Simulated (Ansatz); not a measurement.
`O[SiH2]C[SiH](O)O`, relaxed with RKS PBE0-D4/def2-TZVP in the Gaussian-basis code of Ansatz from a GFN2-xTB geometry. The force threshold is 0.005 eV/Å; the program also tests the step.

The species carries charge 0 and has multiplicity 1.

Start:

```xyz
14

O    -0.390    0.379    2.158
Si    0.954    0.802    1.322
C     1.052   -0.152   -0.310
Si   -0.594   -0.126   -1.247
O    -0.568   -1.352   -2.310
O    -1.864   -0.408   -0.259
H    -0.512   -0.522    2.448
H     2.144    0.535    2.138
H     0.698    2.225    1.139
H     1.340   -1.186   -0.121
H     1.838    0.266   -0.934
H    -0.804    1.148   -1.939
H    -1.393   -1.696   -2.642
H    -1.902    0.087    0.557
```

Task: How much energy does the relaxation release, and in how many steps? (Estimate.)

Result: Computed: 16.00 kJ/mol, in 27 steps, 2 of them rejected.

Task: Which bonds change most? (Best estimate.)

Result: The calculation gave: Si2–C3 from 1.893 to 1.851 Å; Si2–H9 from 1.457 to 1.489 Å; O1–Si2 from 1.638 to 1.666 Å; C3–Si4 from 1.894 to 1.869 Å.

Task: Give the relaxed structure. (Estimate.)

Result: Computed: 
```xyz
14

O    -0.370   -0.179    2.045
Si    0.903    0.628    1.334
C     1.013   -0.035   -0.391
Si   -0.601   -0.072   -1.333
O    -0.615   -1.539   -2.078
O    -1.893    0.151   -0.350
H    -0.506   -0.057    2.985
H     2.141    0.381    2.125
H     0.646    2.095    1.337
H     1.396   -1.061   -0.352
H     1.744    0.558   -0.952
H    -0.697    1.009   -2.345
H    -1.393   -1.759   -2.591
H    -1.766   -0.121    0.567
```
